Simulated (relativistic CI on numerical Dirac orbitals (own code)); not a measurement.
**Pm28+: q coefficients and field-shift factors**

Method of calculation: Dirac-Coulomb-Breit CI, orbitals from a KLI potential per configuration, derivatives by finite differences, unscaled Slater integrals, QED left out (own radial code, finite nucleus).

Configuration list (outside the closed core [Ar] 3d10): 4s2 4p3, 4s 4p4, 4s2 4p2 4d, 4p5, 4s 4p3 4d, 4s2 4p2 4f, 4s2 4p 4d2, 4s2 4d3, 4s 4p 4d3, 4s2 4d2 4f. Double excitations out of closed p, d and f shells are left out; levels of such configurations are missing from the list, as are those of other unlisted configurations, and high levels can miss mixing partners.

With x = (α/α₀)² − 1 an excitation energy changes as ω = ω₀ + qx; K = 2q/ω₀ is the relative enhancement. Terms are leading LS components, so labels can repeat. The field-shift factor is F = δν/δ⟨r²⟩ for the transition from the lowest level.

Lowest level 4s2 4p3 2P°_3/2.

```
            Level  ω₀ (cm⁻¹)  q (cm⁻¹)  F (GHz/fm²)
  4s2 4p3 4S°_3/2     229495    292300          -17
  4s2 4p3 2D°_5/2     262938    294700        -17.1
  4s2 4p3 2P°_1/2     305550    296400        -18.6
  4s2 4p3 2P°_3/2     539626    593500          -38
    4s 4p4 4P_5/2     774130    343600         -446
    4s 4p4 2D_3/2     850701    239100         -278
    4s 4p4 2S_1/2     875365    376800         -453
4s2 4p2 4d 4F_3/2     934210    179500         -161
4s2 4p2 4d 4F_5/2     996679    110700         -8.4
    4s 4p4 4P_3/2    1034873    577900         -412
    4s 4p4 2D_5/2    1076116    579300         -382
4s2 4p2 4d 4D_1/2    1107849    436600         -188
4s2 4p2 4d 2P_3/2    1108065    406400         -139
4s2 4p2 4d 2F_5/2    1133824    331100        -29.9
4s2 4p2 4d 4F_7/2    1158307    322900           -9
4s2 4p2 4d 4D_1/2    1173849    481600         -221
4s2 4p2 4d 4D_7/2    1182462    365500        -8.13
4s2 4p2 4d 4D_3/2    1202489    491700         -221
4s2 4p2 4d 2G_9/2    1217160    375100        -8.48
4s2 4p2 4d 4P_5/2    1237492    376100        -34.7
4s2 4p2 4d 2P_3/2    1256125    363700        -97.1
4s2 4p2 4d 4D_5/2    1281903    372700        -52.8
4s2 4p2 4d 4P_1/2    1286516    345900        -48.7
```

At this charge energies of transitions that change n are usually good to better than 1 %, and those within a shell (Δn = 0) to a few per cent.

(1) Which transition from the lowest level has the largest |K|?

## Answers

(1) 4s2 4p3 4S°_3/2 at 229495 cm⁻¹, K = 2.55.
